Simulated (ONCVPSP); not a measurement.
# Before and after: ONCV potential for Ir

```
Element                 : Ir (Z = 77)
Generator               : ONCVPSP 4.0.1
Type                    : optimised norm-conserving Vanderbilt (ONCV)
Functional              : PW91
Relativity              : fully relativistic
Frozen core             : [Xe] 4f14
Valence charge          : 9
Reference configuration : 5d7 6s1.75 6p0.25
Partial waves           : 6s: rc 2.00 bohr, ncon 4, nbas 7, qcut 2.9 1/bohr, 3 projectors, debl 0.5 Ha; 6p: rc 3.75 bohr, ncon 4, nbas 7, qcut 1.9 1/bohr, 2 projectors, debl 2.5 Ha; 5d: rc 2.15 bohr, ncon 4, nbas 9, qcut 6.7 1/bohr, 3 projectors, debl 0.9 Ha
Local potential         : polynomial inside 1.65 bohr (lpopt 1, dvloc0 0 Ha)
Core correction         : none
```

Open shells are filled in proportion to 2j + 1.

Change: d: qcut 5.2.

Cutoffs: the cutoffs (Ha) at which the residual kinetic energy of the hardest occupied pseudo-wave falls to 1 and 0.1 mHa per electron; they do not see the model core or the augmentation charge, which bear on the density cutoff. Errors are all-electron minus pseudo energies relative to the spin-unpolarised reference configuration.

Problem. What does the change do?

Solution. The potential gets neither clearly harder nor softer (16 Ha and 30 Ha → 14 Ha and 57 Ha); the bound ghosts move from s to d, s; of the 3 tests that both files solve, the error grows in 1 and shrinks in 1 by more than 15 % and 0.3 meV (median size 0.6 → 1.0 meV).

```csv
quantity,base,changed
"cutoff, loose",16 Ha,14 Ha
"cutoff, tight",30 Ha,57 Ha
loose cutoff by channel,"s 13 Ha, p 1.2 Ha, d 16 Ha","s 13 Ha, p 1.2 Ha, d 14 Ha"
bound ghosts,s,"s, d3/2"
GHOST(+) flags under 300 eV,"p3/2 at 63.5 eV, p1/2 at 70.6 eV","p3/2 at 63.5 eV, p1/2 at 70.6 eV"
tests with a reliable result,3 of 4,3 of 4
"error for 5d7 6s2 6p0, meV [ΔE -1.28 eV]",+0.4,+0.5
"error for 5d7 6s1 6p0, meV [ΔE 8.69 eV]",-0.6,+1.0
"error for 5d7.5 6s1.5 6p0, meV [ΔE -1.56 eV]",-6.0,-3.0
s: phases at 2.03 bohr within 0.05 rad from the reference energy up to (Ha; the scan ends near 5),to the end of the scan,to the end of the scan
p3/2: phases at 3.80 bohr within 0.05 rad from the reference energy up to (Ha; the scan ends near 5),0.8,0.8
p1/2: phases at 3.80 bohr within 0.05 rad from the reference energy up to (Ha; the scan ends near 5),0.7,0.7
d5/2: phases at 2.18 bohr within 0.05 rad from the reference energy up to (Ha; the scan ends near 5),to the end of the scan,to the end of the scan
d3/2: phases at 2.18 bohr within 0.05 rad from the reference energy up to (Ha; the scan ends near 5),to the end of the scan,to the end of the scan
```

 A true bound ghost makes a file unfit for plane-wave use even where its test errors are small: the radial tests pick states by their node count and pass the ghost by.
